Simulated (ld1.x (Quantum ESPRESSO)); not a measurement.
Before and after: TM potential for Ag (Z = 47)

```json
{
  "Element": "Ag",
  "Generator": "ld1.x (Quantum ESPRESSO) 7.5",
  "Type": "norm-conserving Troullier–Martins (Kleinman–Bylander form)",
  "Functional": "LDA (PZ)",
  "Relativity": "scalar-relativistic",
  "Frozen core": "[Ar] 3d10 4s2",
  "Valence charge": "17",
  "Reference configuration": "4p6 4d10 5s1 5p0",
  "Partial waves": "4p (bound): rc 0.95 bohr; 4d (bound): rc 1.95 bohr; 4f channel at 0.2 Ry: rc 2.45 bohr; 5s (bound): rc 2.50 bohr",
  "Local potential": "the s channel",
  "Core correction": "a·sin(br)/r model core inside 0.65 bohr"
}
```

Change: wave 4d (bound): rc 1.95 bohr becomes 4d (bound): rc 1.56 bohr.

Cutoffs: the cutoffs (Ry, on a coarse ladder) from which the occupation-weighted sum of valence levels, in a spherical-Bessel basis at the reference potential, stays within 10 and 1 mRy of its value at 400 Ry; they do not see the model core or the augmentation charge, which bear on the density cutoff. Errors are all-electron minus pseudo energies relative to the spin-unpolarised reference configuration.

What does the change do?

The potential gets neither clearly harder nor softer (160 Ry and 200 Ry → 160 Ry and 200 Ry); the p channel sets the loose cutoff, while the largest relative change is in d, which becomes harder; of the 9 tests that both files solve, the error grows in 1 and shrinks in 1 by more than 15 % and 0.3 meV (median size 79.2 → 82.2 meV); neither file shows a bound ghost at the reference potential, the only one tested.

| quantity | base | changed |
| --- | --- | --- |
| cutoff, loose | 160 Ry | 160 Ry |
| cutoff, tight | 200 Ry | 200 Ry |
| loose cutoff by channel (10 mRy a level) | p 80 Ry, d 45 Ry, s 6 Ry | p 80 Ry, d 55 Ry, s 6 Ry |
| bound ghosts | none | none |
| error for 4p6 4d10 5s0 5p0, meV [ΔE 8.10 eV] | -9.4 | -11 |
| error for 4p6 4d9 5s0 5p0, meV [ΔE 30.49 eV] | -86 | -87 |
| error for 4p6 4d8 5s0 5p0, meV [ΔE 66.92 eV] | -397 | -423 |
| error for 4p6 4d7 5s0 5p0, meV [ΔE 118.85 eV] | -963 | -1075 |
| error for 4p6 4d10 5s0.5 5p0, meV [ΔE 3.19 eV] | -2.1 | -2.4 |
| error for 4p5 4d10 5s1 5p0, meV [ΔE 65.35 eV] | -354 | -298 |
| error for 4p6 4d9 5s1 5p0, meV [ΔE 13.38 eV] | -70 | -76 |
| error for 4p6 4d10 5s1 5p0 (spin-polarised), meV [ΔE -0.15 eV] | -0.3 | -0.3 |
| error for 4p6 4d9 5s0 5p0 (spin-polarised), meV [ΔE 30.32 eV] | -79 | -82 |
| s: phases at 2.70 bohr within 0.05 rad from the reference energy up to (Ry; the scan ends near 5) | 2.6 | 2.6 |
| p: phases at 2.70 bohr within 0.05 rad from the reference energy up to (Ry; the scan ends near 5) | -0.8 | -0.8 |
| d: phases at 2.70 bohr within 0.05 rad from the reference energy up to (Ry; the scan ends near 5) | 0.9 | 0.9 |
| f: phases at 2.70 bohr within 0.05 rad from the reference energy up to (Ry; the scan ends near 5) | 1.8 | 1.8 |

Base: These tests converged, but a pseudo level misses the all-electron one widely, so the file describes the atom poorly there or has found another state: 4p6 4d8 5s0 5p0: empty 5p by 2.9 eV; 4p6 4d7 5s0 5p0: empty 5p by 4.1 eV. Changed file: These tests converged, but a pseudo level misses the all-electron one widely, so the file describes the atom poorly there or has found another state: 4p6 4d8 5s0 5p0: empty 5p by 2.9 eV; 4p6 4d7 5s0 5p0: empty 5p by 4.1 eV.
